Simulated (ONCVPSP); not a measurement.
**What the settings do to the ONCV potential of Cd**

Base potential:

```
Element                 : cadmium
Generator               : ONCVPSP 4.0.1
Type                    : optimised norm-conserving Vanderbilt (ONCV)
Functional              : PBE
Relativity              : fully relativistic
Frozen core             : [Ar] 3d10
Valence charge          : 20
Reference configuration : 4s2 4p6 4d10 5s1 (charge +1)
Partial waves           : 4s+5s: rc 1.25 bohr, ncon 4, nbas 7, qcut 10.7 1/bohr, 2 projectors; 4p: rc 1.50 bohr, ncon 4, nbas 8, qcut 11.2 1/bohr, 2 projectors, debl 3.9 Ha; 4d: rc 1.25 bohr, ncon 3, nbas 6, qcut 8.1 1/bohr, local
Local potential         : the d channel
Core correction         : Teter function, parameters optimised by the program
```

Open shells are filled in proportion to 2j + 1.

Cutoffs, loose and tight: the cutoffs (Ha) at which the residual kinetic energy of the hardest occupied pseudo-wave falls to 1 and 0.1 mHa per electron. They do not see the model core or the augmentation charge, which bear on the density cutoff. Test errors are all-electron minus pseudo excitation energies from the reference, over the configurations 4s2 4p6 4d10 5s2; 4s2 4p6 4d10 5s0; 4s2 4p6 4d9 5s0; 4s2 4p6 4d9 5s2. A dash means not determined; rows that change the core or the reference have their own tests.

A true bound ghost makes a file unfit for plane-wave use even where its test errors are small: the radial tests pick states by their node count and pass the ghost by.

| change | outcome | cutoff, loose | cutoff, tight | bound ghosts | GHOST(+) flags above zero | largest test error (meV) |
| --- | --- | --- | --- | --- | --- | --- |
| base | generated, misses its reference levels by 0.42 eV | 40 Ha | 79 Ha | s | none | -302 |
| p: debl 5.5 | generated, misses its reference levels by 0.42 eV | 40 Ha | 79 Ha | s | none | -302 |
| p: ncon 3, nbas 7 | generated, misses its reference levels by 0.42 eV | 40 Ha | 79 Ha | s | none | -305 |

**Question.** What comes out with this change to the base: all radii but the core radius scaled by about 1.27 (s 1.58, p 1.90, d 1.58 bohr)?

**Answer.** outcome: generated, misses its reference levels by 0.42 eV; cutoff, loose: 33 Ha; cutoff, tight: 39 Ha; bound ghosts: none; GHOST(+) flags above zero: s, p3/2; largest test error (meV): -307.

**Question.** What comes out with this change to the base: d: rc 1.1?

**Answer.** outcome: generated, misses its reference levels by 0.42 eV; cutoff, loose: 40 Ha; cutoff, tight: 104 Ha; bound ghosts: none; GHOST(+) flags above zero: s; largest test error (meV): -302.
